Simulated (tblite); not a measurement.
Species: C₈H₆FN (charge -1 and doublet state).
Atom-mapped SMILES: `[N-:1]=[C:2][C:3]1=[CH:4][C@@H:5]2[CH:6]=[C:7]([F:8])[C@H:9]1[CH2:10]2` (hydrogens: H11 on C4; H12 on C5; H13 on C6; H14 on C9; H15, H16 on C10)
Bond orders are those of one Lewis drawing.

Computed with GFN2-xTB (tblite), gas phase: L-BFGS steps from a force-field or distance-geometry start until the largest atomic force falls under 0.01 eV/Å.

Step 0: E = -758.0537 eV
```
atom  x, y, z in Å  |  force x, y, z in eV/Å
N1      3.4934    1.0285    0.2715   -3.763  -2.236   4.191
C2      2.4932    0.5572    0.9212    2.357   2.344  -5.889
C3      1.1908    0.2508    0.3846    1.934   0.973   1.849
C4      0.7610    0.4275   -0.8966    1.162   0.245  -1.496
C5     -0.5457   -0.2781   -1.0620    0.118  -0.196  -0.270
C6     -1.5648    0.5717   -0.3973   -0.685   1.060   0.659
C7     -1.1096    0.6715    0.8736   -1.626   0.279  -0.013
F8     -1.6470    1.5668    1.7781    0.346  -0.417   0.196
C9     -0.0114   -0.3045    1.0754   -0.021  -0.303   0.339
C10    -0.4034   -1.3412    0.0140    0.786  -0.535   0.232
H11     1.3100    0.9814   -1.6515   -0.321  -0.268   0.058
H12    -0.7627   -0.6235   -2.0467   -0.272  -0.225  -0.857
H13    -2.4710    1.0277   -0.7933    0.684   0.126  -0.113
H14     0.1281   -0.6824    2.0565    0.100  -0.242   1.098
H15    -1.3327   -1.8412    0.2570   -0.098  -0.474  -0.077
H16     0.4643   -2.0032   -0.1780   -0.699  -0.129   0.094
```

Question: Estimate the geometry and energy of step 1. (The exact step hangs on the optimiser's Hessian estimate; all steps are aligned on step 0, rigid shifts and turns removed.)

Answer: E = -758.5684 eV, largest force 9.056 eV/Å
```
atom  x, y, z in Å  |  force x, y, z in eV/Å
N1      3.4397    0.9965    0.3314    7.957   2.837  -1.848
C2      2.5268    0.5907    0.8371   -8.716  -2.450   0.187
C3      1.2184    0.2647    0.4111    0.076   0.399   0.886
C4      0.7776    0.4310   -0.9180    0.390  -0.637   0.225
C5     -0.5441   -0.2809   -1.0659    0.363   0.187   0.007
C6     -1.5746    0.5869   -0.3879    0.038   0.240  -0.250
C7     -1.1329    0.6755    0.8734   -0.499  -0.494   0.496
F8     -1.6420    1.5609    1.7809    0.117   0.017   0.565
C9     -0.0117   -0.3089    1.0802    0.267   0.242   0.284
C10    -0.3922   -1.3488    0.0173    0.024  -0.052   0.207
H11     1.3054    0.9776   -1.6507    0.141   0.303  -0.612
H12    -0.7666   -0.6268   -2.0589   -0.240  -0.122  -0.531
H13    -2.4612    1.0295   -0.7950    0.213   0.402  -0.312
H14     0.1296   -0.6858    2.0722   -0.016  -0.135   0.789
H15    -1.3341   -1.8480    0.2559    0.139  -0.342  -0.110
H16     0.4544   -2.0051   -0.1767   -0.253  -0.395   0.018
```

The energy changes by -0.5147 eV. The first-order estimate −F·Δx gives -1.4877 eV and the mean of the old and new forces, exact on a quadratic surface, -0.2701 eV. The step makes an angle of 0° with the force vector and moves no atom by more than 0.097 Å.

The cost below is that of the whole relaxation. On one thread, Intel Xeon at 2.50 GHz (x86_64) (shared host), this took 1.1 s of wall time.
